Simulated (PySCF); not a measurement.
From one molecule to another.

First species: C5H8Cl2OSi.
Z-matrix (Å and degrees, GFN2-xTB geometry), rows numbered from 1:
```
C 
C   1  1.5074
O   2  1.2188  1  122.20
C   2  1.4612  1  115.78  3   177.74
Si  4  1.9260  2  112.19  1  -141.99
C   4  1.5481  2  118.65  1   145.90
C   6  1.4890  4  117.99  5  -116.73
Cl  7  1.7783  6  110.21  4   167.08
Cl  7  1.7941  6  110.29  4   -72.93
H   1  1.0887  2  108.99  3   113.57
H   1  1.0865  2  110.12  3    -6.15
H   1  1.0876  2  110.28  3  -127.70
H   4  1.0824  2  115.21  1     4.04
H   5  1.4436  4  115.26  6   107.96
H   5  1.4516  4  114.81  6  -102.36
H   6  1.0860  4  111.91  5   112.05
H   7  1.0904  6  113.18  4    46.27
```

Second species: C₆H₁₀FN₃.
Z-matrix (Å and degrees, GFN2-xTB geometry), rows numbered from 1:
```
C 
C   1  1.5234
C   2  1.5311  1  112.17
C   3  1.5267  2  111.75  1   172.95
N   3  1.4408  2  109.51  1   -66.08
N   5  1.3047  3  122.51  2   123.05
C   6  1.3263  5  105.47  3   179.17
C   7  1.3960  6  106.44  5    -0.08
F   8  1.3254  7  128.29  6   179.82
N   5  1.3105  3  122.31  2   -58.02
H   1  1.0871  2  110.26  3   179.94
H   1  1.0876  2  110.80  3    60.14
H   1  1.0880  2  110.67  3   -60.11
H   2  1.0908  1  109.64  3   120.59
H   2  1.0911  1  109.93  3  -120.41
H   3  1.0947  2  110.47  1    49.46
H   4  1.0871  3  109.73  2    59.00
H   4  1.0875  3  110.47  2   178.95
H   4  1.0864  3  110.06  2   -61.05
H   7  1.0682  6  122.82  5   179.85
```

Levels: PBE0/pcSseg-1 for dipole moment, HOMO energy, LUMO energy and HOMO–LUMO gap; GFN2-xTB for rotational constant A and rotational constant C. Geometries: GFN2-xTB. All species are isolated and taken at one optimised geometry, non-relativistic unless stated; the electronic structure was computed with PySCF and density fitting.

Dipoles, sizes and rotational constants follow the conformer. The torsions of the flexible species, by atom-mapped SMILES:
- `[CH3:1][C:2](=[O:3])[C@@H:4]1[SiH2:5][C@@H:6]1[CH:7]([Cl:8])[Cl:9]`: C1–C2–C4–Si5 -142°, Si5–C6–C7–Cl8 87°
- `[CH3:1][CH2:2][C@@H:3]([CH3:4])[n:5]1[n:6][cH:7][c:8]([F:9])[n:10]1`: C1–C2–C3–C4 173°, C2–C3–N5–N6 123°

Values for the first species:

* Dipole moment: 4.32 D
* HOMO energy: -7.35 eV
* LUMO energy: -1.18 eV
* HOMO–LUMO gap: 6.17 eV
* Rotational constant A: 1.314 GHz
* Rotational constant C: 0.564 GHz

Question: Estimate the same properties for the second species, and the change in each.

Answer: 
| property | first | second | second less first |
| --- | --- | --- | --- |
| dipole moment | 4.32 D | 1.95 D | -2.37 D |
| HOMO energy | -7.35 eV | -7.53 eV | -0.18 eV |
| LUMO energy | -1.18 eV | -0.17 eV | +1.01 eV |
| HOMO–LUMO gap | 6.17 eV | 7.36 eV | +1.19 eV |
| rotational constant A | 1.314 GHz | 2.256 GHz | +0.942 GHz |
| rotational constant C | 0.564 GHz | 0.830 GHz | +0.266 GHz |

On the first: In atomic units the dipole is 1.70 e·bohr (1 au = 2.5417 D).

On the second: The dipole matches unit charges of opposite sign 0.41 Å apart (1 e·Å = 4.8032 D).
